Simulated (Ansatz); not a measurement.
System: CH2O (charge 0, singlet). 
Structure (B3LYP-D3(BJ)/def2-TZVP (Ansatz, a quantum-chemistry and plane-wave program) minimum search):
SMILES: [H]/[C-]=[O+]/[H]
```xyz
4

C      0.0143    -0.0006    -0.7408
O      0.0072     0.0056     0.5677
H      0.8875     0.2601     0.8874
H     -1.0303    -0.3017    -0.9843
```
Charge 0, spin multiplicity 1.

Quantity: vertical triplet-singlet gap (E(triplet) - E(singlet); each state is the SCF solution reached for its spin; for the singlet the Hartree-Fock reference is unstable and T1 is 0.017), in kcal/mol. Valence correlation only, unless marked. UHF or UKS for open shells. No spin-orbit coupling. Non-relativistic. CBS(X,Y): correlation extrapolated as X^-3; Hartree-Fock from the larger set.

CCSD(T)/CBS(def2-TZVPPD,def2-QZVPPD) (Ansatz) gives 36.4 kcal/mol.

Task: Another calculation gave 29.2 kcal/mol. Which level was it?
A. PBE0/def2-TZVPD (Ansatz)
B. r2SCAN/def2-TZVPD (Ansatz)
C. wB97M-V/def2-TZVPD (Ansatz)
D. SVWN5/def2-TZVPD (Ansatz)

Result: A, PBE0/def2-TZVPD (Ansatz). The others give 37.9 (wB97M-V), 32.8 (SVWN5), 25.7 (r2SCAN) kcal/mol.
